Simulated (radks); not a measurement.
Results of a calculation; reference values are marked as such.
N4+, 3 electrons, occupied as [He] 2s1. Level of theory: scalar-relativistic Kohn-Sham, PBE, spin-polarised, spherical densities, finite nucleus; open shells are filled with parallel spins first; Fermi nuclear charge, rms radius 2.5582 fm (a radial shooting solver on a logarithmic mesh with Libxc functionals).

Unscreened Slater integrals over Kohn-Sham orbitals (cm^-1). They are taken over the spin-up orbitals. Empty in this configuration: 2p.

| integral | value |
|---|---|
| F0(2s,2s) | 189310 |
| F0(2s,1s) | 264470 |
| G0(2s,1s) | 23931 |
| F0(2s,2p) | 196840 |
| G1(2s,2p) | 117810 |
| F0(1s,1s) | 906070 |
| F0(1s,2p) | 284230 |
| G1(1s,2p) | 41799 |
| F0(2p,2p) | 208220 |
| F2(2p,2p) | 99534 |
